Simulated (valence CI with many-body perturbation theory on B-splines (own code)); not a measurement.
## Ladder of approximations for Fe XXII

Calculated by configuration interaction combined with many-body perturbation theory (CI+MBPT): three valence electrons over a frozen Dirac-Fock core [He], a basis of 11 s, 11 p, 9 d, 7 f, 5 g, 2 h, 1 i functions for each j, with the one-electron correlation potential Σ1 (screened to all orders), the two-electron term Σ2, the three-electron term Σ3, Breit, model QED; selected single and double excitations, second order for the rest (own B-spline code, finite nucleus).

No measured levels were compared; by estimate levels of excited configurations hold to 0.05 to 0.15 % of their energy, terms of the ground configuration to about 0.5 %.

Each rung adds one term. CI alone is the Dirac-Coulomb CI over the frozen core; QED comes last and gives the full result, which names the levels. Energies are above 2s2 2p 2P°_1/2 on the same rung, in eV.

Names give the largest LS component (configuration and term), which can be under half, so a name can repeat, a term be missing and a line seem to break the LS rules; names also repeat where a configuration has a term twice.

```
         Level  CI alone
2s2 2p 2P°_3/2      15.1
 2s 2p2 4P_1/2      50.4
 2s 2p2 4P_3/2      57.5
 2s 2p2 4P_5/2      64.6
 2s 2p2 2D_3/2      92.1
 2s 2p2 2D_5/2      95.2
 2s 2p2 2P_1/2     106.4
 2s 2p2 2S_1/2     122.2
 2s 2p2 2P_3/2     124.4
   2p3 4S°_3/2     157.1
   2p3 2D°_3/2     174.3
   2p3 2D°_5/2     178.6
   2p3 2P°_1/2     195.9
   2p3 2P°_3/2     203.5
 2s2 3s 2S_1/2    1007.1
2s2 3p 2P°_1/2    1029.4
```

**Question.** What do these energies become with core correlation, Breit and QED?

**Answer.** 2s2 2p 2P°_3/2 14.7 (-0.45); 2s 2p2 4P_1/2 50.1 (-0.28); 2s 2p2 4P_3/2 57.0 (-0.52); 2s 2p2 4P_5/2 63.6 (-1.01); 2s 2p2 2D_3/2 91.3 (-0.84); 2s 2p2 2D_5/2 94.1 (-1.05); 2s 2p2 2P_1/2 105.9 (-0.53); 2s 2p2 2S_1/2 121.3 (-0.88); 2s 2p2 2P_3/2 123.1 (-1.32); 2p3 4S°_3/2 155.7 (-1.38); 2p3 2D°_3/2 173.1 (-1.19); 2p3 2D°_5/2 176.8 (-1.74); 2p3 2P°_1/2 194.6 (-1.22); 2p3 2P°_3/2 201.8 (-1.66); 2s2 3s 2S_1/2 1006.6 (-0.52); 2s2 3p 2P°_1/2 1028.8 (-0.54).

**Question.** How does the ionisation energy move along the ladder, and which term matters most?

**Answer.** CI alone 1799.5, + Σ1 1799.8, + Σ2 1799.7, + Σ3 1799.7, + Breit 1798.7, + QED 1798.7 eV. The largest step is Breit, -1.0 eV. NIST lists 1798.4 ± 0.8 eV (semi-empirical).
